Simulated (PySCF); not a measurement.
Gas-phase reaction: 2 GeH₃ + 3 Cl₂ → 2 GeCl₃ + 6 H

Method: PySCF energies plus ideal-gas RRHO corrections (1 bar). † marks an energy on the PBE0/def2-TZVP geometry and frequencies; other levels use their own. CCSD(T) freezes the core. 6-31G* has spherical d functions here. Open shells (unrestricted): GeH₃ (multiplicity 2), GeCl₃ (multiplicity 2), H (multiplicity 2); the rest are closed-shell singlets. Ge: all electrons, no relativistic terms. GeH₃, GeCl₃: computed as isolated molecules; such fragments, hydroxides, amides, oligomers or adducts are transient or little studied in the gas. CCSD(T) isn't extrapolated to the basis-set limit. The harmonic model lacks anharmonicity and excited electronic states, which grow with temperature; levels with a mode under 35 cm⁻¹ are left out.

```
level              ΔE electronic, kJ  ΔH°(298 K), kJ  ΔS°(298 K), J/K  ΔG°(800 K), kJ
-----------------  -----------------  --------------  ---------------  --------------
BLYP/def2-TZVP†                  474             402              233             193
CCSD(T)/def2-SVP†                382             310              233             101
HF/6-31G*                        101              23              227            -183
HF/def2-TZVP†                    128              55              233            -154
PBE0/def2-TZVP                   397             325              233             116
```
ΔH° is lowest at HF/6-31G* and highest at BLYP/def2-TZVP†. No reference value is set beside these.
